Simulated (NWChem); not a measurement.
MgCl, doublet; SMILES [Mg][Cl]

```xyz
2

Mg     0.0000     0.0000    -1.2958
Cl     0.0000     0.0000     0.9147
```
Atoms are numbered in this order, from 1.

Computed with NWChem. Spin-unrestricted. Coordinates come from a PBE0-D3(BJ)/def2-TZVP, spin-unrestricted optimisation. The spin multiplicity was typed, not searched, and may not be the lowest. No stability test was run on the SCF state. Total energies of different functionals are on different scales.

```tsv
level	energy (Ha)	highest occupied level (eV)	lowest empty minus highest occupied level, either spin (eV)	dipole (D)	<S²>
B3LYP/def2-SVP	-660.1437	-5.52	2.36	3.08	0.750
PBE/def2-SVP	-659.7939	-4.89	1.32	2.90	0.751
TPSSh/def2-SVP	-660.1355	-5.26	1.01	3.01	0.750
B3PW91/def2-SVP	-660.0417	-5.63	2.82	3.18	0.751
LDA (Slater exchange, VWN5)/def2-SVP	-657.6771	-4.91	1.12	2.95	0.751
RPBE/def2-SVP	-660.0453	-4.86	1.08	2.84	0.750
OLYP/def2-SVP	-660.1252	-4.66	0.78	2.89	0.750
LC-wPBE (HJS exchange hole, range parameter 0.4 per bohr)/def2-SVP	-659.8648	-8.03	7.01	3.24	0.751
BP86/def2-SVP	-660.1653	-4.98	1.38	2.96	0.751
PBE0/def2-SVP	-659.8528	-5.75	2.93	3.15	0.751
```
